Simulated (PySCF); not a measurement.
## Nuclear quadrupole coupling in `BCBN[SiH3]`

CH9B2NSi.
Geometry (PBE0-D3(BJ)/def2-SVP, Å), atoms numbered from 1 in this order:
```xyz
14
CH9B2NSi angstrom
B     -2.336    0.156    0.170
C     -1.500   -0.556    1.257
B     -0.070    0.094    1.008
N      0.788   -0.364   -0.006
Si     2.376    0.314   -0.359
H     -2.469   -0.342   -0.927
H     -2.805    1.257    0.358
H     -1.434   -1.645    1.105
H     -1.813   -0.302    2.281
H      0.305    1.042    1.667
H      0.472   -1.141   -0.580
H      2.919   -0.423   -1.539
H      2.274    1.765   -0.686
H      3.301    0.145    0.799
```

Field gradients from the PBE0/pcSseg-1 density (PySCF, non-relativistic), principal values in atomic units, ordered |Vxx| ≤ |Vyy| ≤ |Vzz|:

```
atom      Vxx      Vyy     Vzz
  B1  -0.2860  -0.3102  0.5962
  B3  -0.1936  -0.2296  0.4232
  N4  -0.0254  -0.3924  0.4178
```

Problem. Find the asymmetry η = (Vxx − Vyy)/Vzz and the couplings χ = eQV/h (234.96 MHz × Q in barn × V in au), with Q(11B) = 0.04059 b, Q(14N) = 0.02044 b.

Solution. 
```csv
atom,environment,nucleus,η,χzz (MHz),χxx (MHz),χyy (MHz)
B1,three-coordinate boron,11B,0.04,5.69,-2.73,-2.96
B3,three-coordinate boron,11B,0.09,4.036,-1.847,-2.190
N4,silicon-bound nitrogen,14N,0.88,2.006,-0.122,-1.884
```

The gradient is axial or nearly so (η below 0.05) at B1. 

Problem. What is Vzz at B3 in SI units (1 au = 9.71736 × 10²¹ V/m²)?

Solution. 0.4232 au = 4.112 × 10²¹ V/m².

Problem. And the gradient at the other heavy atoms, for which no coupling is worked out here?

Solution. 
| atom | environment | Vzz (au) | η |
| --- | --- | --- | --- |
| C2 | sp3 carbon bound to boron | -0.148 | 0.11 |
| Si5 | SiH3 silicon | 0.352 | 0.09 |

Problem. What couplings would deuterons (Q(2H) = 0.00286 b) have in place of the hydrogens, at this geometry?

Solution. 
| atom | bonded to | bond length (Å) | Vzz (au) | η | χzz (kHz) |
| --- | --- | --- | --- | --- | --- |
| H6 | B1 | 1.213 | 0.1978 | 0.13 | 133 |
| H7 | B1 | 1.211 | 0.1981 | 0.13 | 133 |
| H8 | C2 | 1.101 | 0.2994 | 0.06 | 201 |
| H9 | C2 | 1.100 | 0.3007 | 0.05 | 202 |
| H10 | B3 | 1.214 | 0.1941 | 0.01 | 130 |
| H11 | N4 | 1.016 | 0.3974 | 0.12 | 267 |
| H12 | Si5 | 1.493 | 0.1384 | 0.05 | 93 |
| H13 | Si5 | 1.491 | 0.1397 | 0.04 | 94 |
| H14 | Si5 | 1.492 | 0.1394 | 0.03 | 94 |

One conformer (not necessarily the lowest) at the PBE0-D3(BJ)/def2-SVP geometry, without solvent, vibrations or thermal averaging. With a basis this small, the couplings can be 20 % off.
